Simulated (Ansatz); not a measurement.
Correlation energies of F₂H₂OSeZr (`[OH][Zr]([F])([F])[SeH]`) by basis set

Cartesian coordinates in Å:
```
O 1.163 0.554 0.804
Zr 0.096 -0.609 -0.244
F 0.946 -1.036 -1.888
F -0.234 -2.248 0.654
Se -2.154 0.599 -0.711
H 1.829 0.996 1.324
H -1.647 1.744 0.062
```

Charge 0, multiplicity 1. Correlated methods include outer-core shells of Se, Zr, which these sets cover unevenly. Scalar relativity is left out up to krypton. Zr takes the def2 core potential. Geometry: relaxed with PBE0-D4/def2-TZVP. It is one conformer, not always the lowest. Frozen core, restricted reference, Ansatz 0.2.0.

```json
{"basis": "def2-SVP", "HF (Eh)": "-2721.04543", "MP2 corr.": "-1.04685", "CCSD corr.": "-1.05129", "(T)": "-0.02863", "CCSD(T) total": "-2722.12535"}
{"basis": "def2-TZVPP", "HF (Eh)": "-2721.70554", "MP2 corr.": "-1.36588", "CCSD corr.": "-1.36425", "(T)": "-0.05221", "CCSD(T) total": "-2723.12200"}
{"basis": "def2-QZVPP", "HF (Eh)": "-2721.77031", "MP2 corr.": "-1.78951", "CCSD corr.": "–", "(T)": "–", "CCSD(T) total": "–"}
```
